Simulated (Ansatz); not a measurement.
Molecule: sum formula H2SiO3Cl (charge -1, singlet). It need not be the lowest isomer of its formula. Whether it binds its extra electron was not tested at this geometry. SMILES: [O-][Si](O)(O)Cl
Coordinates optimised at B3LYP-D3(BJ)/def2-TZVP (Ansatz, a program for electronic structure):
```
Si
O 1 1.5392
O 1 1.6701 2 119.21
H 3 0.9605 1 111.63 2 153.31
O 1 1.6804 2 116.31 3 -125.85
H 5 0.9615 1 108.09 2 -21.14
Cl 1 2.1955 2 114.22 6 -108.43
```
Charge -1, spin multiplicity 1.

Parts of the frozen-core correlation energy in cc-pwCVTZ (Ansatz, hartree). Frozen orbitals: 13; correlated occupied orbitals by spin: 16 and 16; virtual: 246 and 246. No spin-orbit coupling. Non-relativistic.

```tsv
term	value
reference (HF)	-974.56044
MP2 opposite-spin	(withheld)
MP2 same-spin	-0.27506
CCSD correlation	(withheld)
(T)	(withheld)
T1 diagnostic	0.012
largest doubles amplitude	0.018
```

Q: Some entries are withheld; supply them.

A: 
- MP2 opposite-spin, value: -0.78344
- CCSD correlation, value: -1.07127
- (T), value: -0.04281
